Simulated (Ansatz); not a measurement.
Program: Ansatz. Geometries: PBE0-D4/def2-TZVP. ΔE: electronic, gas phase. CCSD(T)/CBS adds triple-zeta CCSD(T) − MP2 to the extrapolated MP2 energy (def2 sets, frozen cores). DFT in def2-TZVPP. Elements past krypton have def2 core potentials. For I, Te outer-core shells are correlated without core-valence functions, which leaves a few kJ/mol of doubt a bond. Each species was taken in one conformer, which may not be the lowest.

`FC(S)[TeH]` + `CI` → `[TeH]CI` + `FCS`  (formal exchange of groups at a Te–C bond)

Problem. Is it downhill or uphill in electronic energy at CCSD(T)/CBS, and by how much? (Best estimate.)

Solution. Computed: Downhill: ΔE = -0.05 eV.

Problem. What do these levels give: PBE-D4, revPBE-D4, BLYP-D4, r2SCAN-D4, BHLYP-D4, PBE-QIDH, revPBE, CAM-B3LYP, MP2/def2-TZVPP, MP2/def2-QZVPP, SCS-MP2/def2-QZVPP, HF/CBS(def2)? (An estimate is asked.)

Solution. Ansatz gave: PBE-D4 -0.01, revPBE-D4 0.00, BLYP-D4 0.00, r2SCAN-D4 0.00, BHLYP-D4 -0.06, PBE-QIDH -0.06, revPBE -0.02, CAM-B3LYP -0.03, MP2/def2-TZVPP -0.08, MP2/def2-QZVPP -0.08, SCS-MP2/def2-QZVPP -0.08, HF/CBS(def2) -0.10 eV.

Largest T1 diagnostic among the species: 0.012.

Leaving LDA and LC-ωPBE aside and taking each functional with its dispersion term where it has one, the values spread over 0.06 eV, from PBE-QIDH to revPBE-D4. From BLYP to BHLYP (50 % exact exchange), in def2-TZVPP and without D4, ΔE moves by −0.04 eV.
